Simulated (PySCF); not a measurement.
# Al: excitation energy

Al [Ne] 3s2 3p1 (2P) → Al [Ne] 3s1 3p2 (4P), as a difference of total energies. Calculation: PySCF 2.14, in x2c-TZVPPall with one added diffuse shell each of s, p, d type (6s6p4d1f, 51 functions); the spin-free X2C one-electron Hamiltonian (Gaussian nucleus). Correlated levels: valence: [Ne] frozen; valence and next inner shell: 1s2 frozen. The calculations carry no spin-orbit coupling.

Order these methods by the excitation energy they give, lowest first.
A. PBE
B. MP2 (valence)
C. wB97X-V
D. r2SCAN

B (3.163 eV), D (3.204 eV), A (3.600 eV), C (3.640 eV).

Errors of the correlated levels include the incompleteness of this basis and the frozen core.

For comparison: 3.598 eV (measured; NIST levels, between the centres of gravity of the two terms).
